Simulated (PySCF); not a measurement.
C₃H₉BO, SMILES CBOCC, CAM-B3LYP/def2-SVP optimised geometry.

```
14

B     -0.49     0.98     0.00
H     -1.09     2.03     0.00
C      1.08     0.98     0.00
H      1.44     1.51     0.90
H      1.44     1.58    -0.85
H      1.58     0.00    -0.04
O     -1.28    -0.11     0.00
C     -0.85    -1.46    -0.01
C     -0.78    -2.00    -1.42
H      0.13    -1.55     0.50
H     -1.58    -2.03     0.58
H     -0.01    -1.47    -2.01
H     -0.52    -3.07    -1.41
H     -1.75    -1.88    -1.93
```

Density from PySCF with CAM-B3LYP/def2-TZVP at that geometry.

Minimum of the electron density along straight lines between bonded atoms, close to the bond critical point (lines longer than 1.1 times the sum of covalent radii, or with two minima, are not listed):

| bond | length / Å | ρ at the minimum / e bohr⁻³ | ∇²ρ there / e bohr⁻⁵ | position (fraction from the first atom) |
|---|---|---|---|---|
| B1–H2 | 1.212 | 0.183 | ___ | 0.44 |
| B1–C3 | 1.573 | 0.189 | -0.33 | 0.33 |
| C3–H4 | 1.104 | 0.264 | -0.86 | 0.64 |
| C3–H5 | 1.103 | 0.264 | -0.86 | 0.64 |
| C3–H6 | 1.099 | 0.270 | -0.90 | 0.64 |
| B1–O7 | 1.347 | ___ | ___ | 0.33 |
| O7–C8 | 1.415 | 0.257 | -0.55 | 0.65 |
| C8–C9 | 1.515 | 0.257 | -0.68 | 0.51 |
| C8–H10 | 1.102 | 0.281 | -0.99 | 0.65 |
| C8–H11 | 1.101 | 0.283 | -1.00 | 0.65 |
| C9–H12 | 1.101 | 0.273 | -0.92 | 0.64 |
| C9–H13 | 1.100 | 0.272 | -0.92 | 0.64 |
| C9–H14 | 1.100 | 0.274 | -0.93 | 0.64 |

**Question.** Fill in the missing entries.

**Answer.** 
- B1–H2, ∇²ρ there / e bohr⁻⁵: -0.42
- B1–O7, ρ at the minimum / e bohr⁻³: 0.212
- B1–O7, ∇²ρ there / e bohr⁻⁵: 1.04
